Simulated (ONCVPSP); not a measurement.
u(r) = r·R(r): atom against pseudo-atom (zinc)

Columns: radius, all-electron u(r) and pseudo u(r) of the 3s shell (level -170.53 eV) of zinc in the configuration [Ne] 3s2 3p6 3d9; LDA (Perdew-Wang 92), scalar-relativistic, ONCV scheme, ONCVPSP 4.0.1.

```json
{"r (bohr)": "0.053", "all-electron": "0.1735", "pseudo": "0.1158"}
{"r (bohr)": "0.105", "all-electron": "-0.4978", "pseudo": "0.2352"}
{"r (bohr)": "0.158", "all-electron": "-0.7267", "pseudo": "0.3670"}
{"r (bohr)": "0.210", "all-electron": "-0.5301", "pseudo": "0.5070"}
{"r (bohr)": "0.262", "all-electron": "-0.1291", "pseudo": "0.6548"}
{"r (bohr)": "0.315", "all-electron": "0.3197", "pseudo": "0.8072"}
{"r (bohr)": "0.368", "all-electron": "0.7126", "pseudo": "0.9523"}
{"r (bohr)": "0.420", "all-electron": "1.0068", "pseudo": "1.0780"}
{"r (bohr)": "0.473", "all-electron": "1.2067", "pseudo": "1.1800"}
{"r (bohr)": "0.525", "all-electron": "1.3152", "pseudo": "1.2480"}
{"r (bohr)": "0.578", "all-electron": "1.3552", "pseudo": "1.2819"}
{"r (bohr)": "0.630", "all-electron": "1.3414", "pseudo": "1.2802"}
{"r (bohr)": "0.683", "all-electron": "1.2899", "pseudo": "1.2470"}
{"r (bohr)": "0.735", "all-electron": "1.2152", "pseudo": "1.1890"}
{"r (bohr)": "0.788", "all-electron": "1.1248", "pseudo": "1.1112"}
{"r (bohr)": "0.840", "all-electron": "1.0294", "pseudo": "1.0234"}
{"r (bohr)": "0.893", "all-electron": "0.9308", "pseudo": "0.9287"}
{"r (bohr)": "0.945", "all-electron": "0.8362", "pseudo": "0.8356"}
{"r (bohr)": "0.998", "all-electron": "0.7444", "pseudo": "0.7442"}
{"r (bohr)": "1.050", "all-electron": "0.6603", "pseudo": "0.6602"}
{"r (bohr)": "1.102", "all-electron": "0.5829", "pseudo": "0.5828"}
{"r (bohr)": "1.155", "all-electron": "0.5111", "pseudo": "0.5110"}
{"r (bohr)": "1.208", "all-electron": "0.4465", "pseudo": "0.4464"}
{"r (bohr)": "1.260", "all-electron": "0.3899", "pseudo": "0.3898"}
{"r (bohr)": "1.313", "all-electron": "0.3385", "pseudo": "0.3384"}
{"r (bohr)": "1.365", "all-electron": "0.2940", "pseudo": "0.2939"}
```

Q: How many radial nodes do the two functions have?

A: The all-electron 3s function has n − l − 1 = 2; the pseudo-wave has 0, since the states of the same l below it are removed with the core.

Q: At about which radius was the pseudo-wave matched?

A: 1.05 bohr, where the columns begin to agree (steps of 0.05 bohr).

Q: Is the pseudo-wave norm-conserving?

A: Yes: the ONCV scheme keeps the norm inside the radius equal to the all-electron one, which fixes the energy derivative of the logarithmic derivative at the level.
